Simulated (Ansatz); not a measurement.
Cost and result for the atomization energy of C3H11NSi, SMILES `C[SiH2]N(C)C` (16 atoms, 15 bonds).

Cartesian coordinates in Å:
```
C 0.437 1.928 1.220
Si 0.463 0.065 1.114
N 0.020 -0.468 -0.464
C 0.388 -1.785 -0.921
C -1.141 0.059 -1.137
H -0.575 2.328 1.126
H 0.822 2.242 2.195
H 1.061 2.376 0.444
H -0.421 -0.465 2.205
H 1.829 -0.473 1.362
H 0.592 -1.775 -1.999
H 1.294 -2.125 -0.414
H -0.400 -2.533 -0.742
H -1.355 1.076 -0.802
H -0.971 0.099 -2.220
H -2.043 -0.549 -0.968
```

The species carries charge 0 and has multiplicity 1. All single points use the PBE0-D4/def2-TZVP geometry. It is one conformer, not always the lowest. Program: Ansatz. All runs use 2 threads of an AMD EPYC 7R13 on a shared host and a share of an NVIDIA H100 80 GB. Times are those of one run each, without the atoms' runs, and a repeat can differ threefold. Electronic energies, without spin–orbit coupling; frozen cores. CCSD(T)/CBS adds CCSD(T) − MP2 in def2-TZVPP to the MP2 limit, and its time is that of the two runs behind it. T1 = 0.010.

CCSD(T)/CBS is a level of theory with its own doubt, some kJ/mol a heavy atom from the limit and from the frozen cores, so smaller differences don't rank the functionals.

```json
{"level": "PBE0-D4/def2-TZVPP", "functions": "320", "wall time": "2.1 s"}
{"level": "revPBE-D4/def2-TZVPP", "functions": "320", "wall time": "2.4 s"}
{"level": "CCSD(T)/def2-SVP", "functions": "129", "wall time": "2.5 s"}
{"level": "B2PLYP/def2-TZVPP", "functions": "320", "wall time": "2.8 s"}
{"level": "r2SCAN-D4/def2-TZVPP (with forces)", "functions": "320", "wall time": "3.4 s"}
{"level": "B97M-V/def2-TZVPP", "functions": "320", "wall time": "3.6 s"}
{"level": "PBE-QIDH/def2-TZVPP", "functions": "320", "wall time": "3.8 s"}
{"level": "ωB97X-V/def2-TZVPP", "functions": "320", "wall time": "4 s"}
{"level": "CAM-B3LYP-D4/def2-TZVPP", "functions": "320", "wall time": "4.1 s"}
{"level": "CCSD(T)/def2-TZVPP", "functions": "320", "wall time": "4.5 s"}
{"level": "MP2/def2-QZVPP", "functions": "628", "wall time": "5.5 s"}
{"level": "ωB97M-V/def2-TZVPP (with forces)", "functions": "320", "wall time": "5.5 s"}
{"level": "CCSD(T)/CBS(def2)", "functions": "–", "wall time": "10 s"}
```

Question: What atomization energy does each give, and how far from CCSD(T)/CBS? (An estimate is asked.)

Answer: Computed: 
| level | atomization (kJ/mol) | difference from CCSD(T)/CBS | per bond |
| --- | --- | --- | --- |
| PBE0-D4/def2-TZVPP | 5848.8 | 5.5 | 0.4 |
| revPBE-D4/def2-TZVPP | 5798.2 | -45.1 | -3.0 |
| CCSD(T)/def2-SVP | 5549.4 | -293.9 | -19.6 |
| B2PLYP/def2-TZVPP | 5786.2 | -57.1 | -3.8 |
| r2SCAN-D4/def2-TZVPP (with forces) | 5837.6 | -5.7 | -0.4 |
| B97M-V/def2-TZVPP | 5851.5 | 8.2 | 0.5 |
| PBE-QIDH/def2-TZVPP | 5806.2 | -37.1 | -2.5 |
| ωB97X-V/def2-TZVPP | 5865.5 | 22.2 | 1.5 |
| CAM-B3LYP-D4/def2-TZVPP | 5883.3 | 40.0 | 2.7 |
| CCSD(T)/def2-TZVPP | 5705.8 | -137.5 | -9.2 |
| MP2/def2-QZVPP | 5813.4 | -29.9 | -2.0 |
| ωB97M-V/def2-TZVPP (with forces) | 5862.3 | 19.0 | 1.3 |
| CCSD(T)/CBS(def2) | 5843.3 | 0.0 | 0.0 |

From BLYP to BHLYP (50 % exact exchange), in def2-TZVPP and without D4, the atomization energy moves by −50.4 kJ/mol: exact exchange takes away binding that semilocal exchange gives to molecules. At CCSD(T), def2-SVP lies −293.9 kJ/mol from the extrapolated value and def2-TZVPP −137.4 kJ/mol: correlation converges slowly with the basis, and small sets miss more of it in the bonded molecule than in its fragments. In def2-TZVPP, CCSD(T) changes the Hartree–Fock value by +1354.9 kJ/mol (the triples alone add +64.4 kJ/mol) and MP2 by +1380.9 kJ/mol; breaking electron pairs costs correlation energy, which Hartree–Fock lacks.
